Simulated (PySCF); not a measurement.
Molecule: `C[O+](C)[AlH2-][Cl]`, C$_{2}$H$_{8}$AlClO.

Numbering as in the mapped SMILES `[CH3:1][O+:2]([CH3:3])[AlH2-:4][Cl:5]`; H(Xn) means a hydrogen on atom n.

Geometry PBE0-D3(BJ)/def2-SVP throughout; GIAO in PySCF 2.14, gas phase, one conformer, non-relativistic; equivalent atoms averaged; functional PBE0.

For orientation, aug-cc-pVDZ gives these absolute shieldings σ: C1/C3 136.1, O2 323.7, Al4 464.5, Cl5 1016.3, H(Al4) 26.85, H(C1)/H(C3) 27.64 ppm.

A run gave: C1/C3 136.0, O2 321.8, Al4 460.9, Cl5 1013.8, H(Al4) 27.23, H(C1)/H(C3) 28.38 ppm (absolute shieldings σ).

Which basis set was used in that run?
A. 6-31G*
B. def2-SVP
C. pcSseg-0
D. def2-TZVP

Results:

A. Al4 tells them apart best: 6-31G* gives 460.9, pcSseg-0 gives 384.9, def2-SVP gives 446.1, def2-TZVP gives 413.4 ppm.
